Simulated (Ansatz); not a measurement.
Geometry optimisation, Ansatz, RKS PBE0/6-31G*.

Input file:

```yaml
crystal:
  periodic: [false, false, false]
  atoms:
    - { symbol: F, position_ang: [-2.013, -0.7793, 1.6705] }
    - { symbol: Si, position_ang: [-1.4247, 0.2569, 0.5711] }
    - { symbol: Cl, position_ang: [-1.342, 2.1351, 1.387] }
    - { symbol: Si, position_ang: [0.7318, -0.4757, -0.0977] }
    - { symbol: S, position_ang: [1.5245, 0.7237, -1.6628] }
    - { symbol: H, position_ang: [-2.3584, 0.3711, -0.5821] }
    - { symbol: H, position_ang: [1.6586, -0.5032, 1.0354] }
    - { symbol: H, position_ang: [0.6276, -1.8537, -0.6444] }
    - { symbol: H, position_ang: [1.42257, 1.85317, -0.97327] }
basis:
  gaussian: { orbitals: "6-31G*" }
hamiltonian:
  xc: pbe0
relax:
  f_tol: 0.015
  max_steps: 40
output:
  orbitals: {}
```

Launched with:

```bash
$ ansatz run input.yaml --threads 2 --pin off --max-ram 3072MiB --backend cpu --events-out ev --progress --plain --runs-dir out
```

Task: Where does it end, and by what steps?

Result: It converged. After 8 steps the energy has fallen by 0.051 eV; Cl3 moved furthest, 0.17 Å.

```tsv
step	energy less start (eV)	largest force component (eV/Å)	accepted
0	0.0000	0.581	yes
1	-0.0318	0.364	yes
2	-0.0429	0.302	yes
3	-0.0477	0.102	yes
4	-0.0487	0.039	yes
5	-0.0493	0.028	yes
6	-0.0505	0.064	yes
7	-0.0510	0.026	yes
8	-0.0510	0.007	yes
```

```xyz
9
Properties=species:S:1:pos:R:3
F -2.004 -0.691 1.729
Si -1.408 0.223 0.545
Cl -1.232 2.155 1.254
Si 0.718 -0.509 -0.092
S 1.476 0.787 -1.630
H -2.401 0.257 -0.556
H 1.614 -0.570 1.096
H 0.642 -1.847 -0.736
H 1.422 1.922 -0.905
```

Whether the end is a true minimum wasn't checked by a vibrational analysis.

Time of the run: 36 s on 2 threads of Arm Neoverse V1, with other jobs on the host, peak memory 0.23 GiB.
